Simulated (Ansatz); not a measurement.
Ansatz (a program for electronic structure) input (RPA@PBE/def2-QZVPP):
A basis named .json is the Basis Set Exchange file of that set.

Ansatz 0.2 input:
```yaml
crystal:
  periodic: [false, false, false]
  atoms:
    - {symbol: Cd, position_ang: [-0.56021656, 0.41365500, 0.58758061]}
    - {symbol: I, position_ang: [0.03277774, 1.82564133, -1.89380735]}
    - {symbol: I, position_ang: [0.47458821, -2.20027227, 1.36165888]}
basis:
  gaussian:
    orbitals: def2-QZVPP.json
hamiltonian:
  xc: pbe
total_charge: -1
magnetization: {spin_polarized: true, initial_magnetization: 1}
correlation: {method: rpa, electrons: outside_noble_gas}
```

Output:

```
Functional definition: PBE
integrals: 0.77 GiB planned
1610 factors; integrals over basis functions are off by at most 7.4e-4 eV
mean field: 1.38 GiB planned
mean field evaluation 1: about -20770.7061 eV, gradient 1.7e1 eV
mean field evaluation 2: about -20770.6997 eV, gradient 1.7e1 eV
mean field evaluation 4: about -20771.5759 eV, gradient 4.6e0 eV
mean field evaluation 8: about -20771.6392 eV, gradient 1.4e-1 eV
mean field evaluation 16: about -20771.6393 eV, gradient 1.6e-4 eV
mean field -20771.63926932 eV, -763.3436636246 hartree, gradient 7.9e-6 eV, S^2 0.752009; 0 other end points of the search recorded, 0 dependent functions left out
22 core orbitals not correlated
reference -20689.47705061 eV, -760.3242577788 hartree; 14, 13 occupied and 216, 217 virtual orbitals, 1610 factors
Total energy: -20721.45816701 eV, -761.4995421288 hartree
```

The spin state was set by rule; other spins were not relaxed.
